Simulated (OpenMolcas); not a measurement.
Mo V: effect of the active space

```
Program             : OpenMolcas
Method              : CASSCF or its RAS form
Basis               : ANO-RCC-VQZP
Scalar Hamiltonian  : DKH2, point nucleus
Spin-orbit coupling : RASSI with atomic mean-field integrals over the reference wave functions, term energies averaged over their components
```

A. 2 electrons in 5 orbitals (4d); 2S+1 = 3 even, 10 roots; 2S+1 = 1 even, 15 roots; cost of the order of 6 core-seconds
B. 8 electrons in 8 orbitals (RAS1 4p, at most 2 holes; RAS2 4d); 2S+1 = 3 even, 10 roots; 2S+1 = 1 even, 15 roots; cost of the order of 19 core-seconds
C. 2 electrons in 10 orbitals (4d 5d); 2S+1 = 3 even, 10 roots; 2S+1 = 1 even, 15 roots; cost roughly 14 core-seconds

Energies in eV above 4d2 3F2, the measured ground level; measured values from Sugar and Musgrove, J. Phys. Chem. Ref. Data 17, 155 (1988).

```csv
Level,A,B,C,Measured
4d2 3F2,0.0000,0.0000,0.0000,0.0000
4d2 3F3,0.1807,0.1939,0.1818,0.1956
4d2 3F4,0.3929,0.4186,0.3947,0.4163
4d2 1D2,1.5919,1.4970,1.5728,1.2634
4d2 3P0,1.7257,1.6495,1.7094,1.3838
4d2 3P1,1.7983,1.7290,1.7812,1.4639
4d2 3P2,1.9849,1.9216,1.9664,1.6624
4d2 1G4,2.4056,2.4857,2.3759,2.0276
4d2 1S0,5.6582,5.1253,5.5332,4.6790
```

Deviations, from unrounded energies. A percentage is the sum of absolute deviations over the sum of measured energies, with the sign that they share, or ± where signs differ.

| Against measurement | Levels | A | B | C |
| --- | --- | --- | --- | --- |
| mean absolute deviation (cm-1) | 8 | 2700 | 1900 | 2500 |
| fine structure of the ground term (%) | 2 | -6.3 | ±0.7 | -5.8 |
| other terms of the ground configuration (%) | 6 | +21.5 | +15.4 | +19.7 |

B lies closest to measurement on these levels and A furthest from it. The largest miss of B in the table is 4d2 1G4, by +3700 cm-1. The ranking rests on the paired levels alone, and a cruder setting can come out closer through cancelling errors.

Among A to C the level of the table that moves most is 4d2 1S0, by 4300 cm-1 (lowest in B, highest in A).

Without dynamic correlation excited terms often stand tens of per cent too high (terms of higher spin than the ground term too low), and those without a measured partner can miss by more than the paired ones. Active for correlation alone: 4p; no level in the range computed is led by a configuration that opens it, so any true level of that kind is missing (holds for B). Active for correlation alone: 5d; no level in the range computed is led by a configuration that fills it, so any true level of that kind is missing (holds for C). Measured partners are found by configuration, term and J. A level has none where our copy of the source lacks it or the pairing is in doubt (some pairs that miss far off the trend of their configuration count as doubtful), and it then counts in no deviation. Levels of configurations outside the active space are missing.
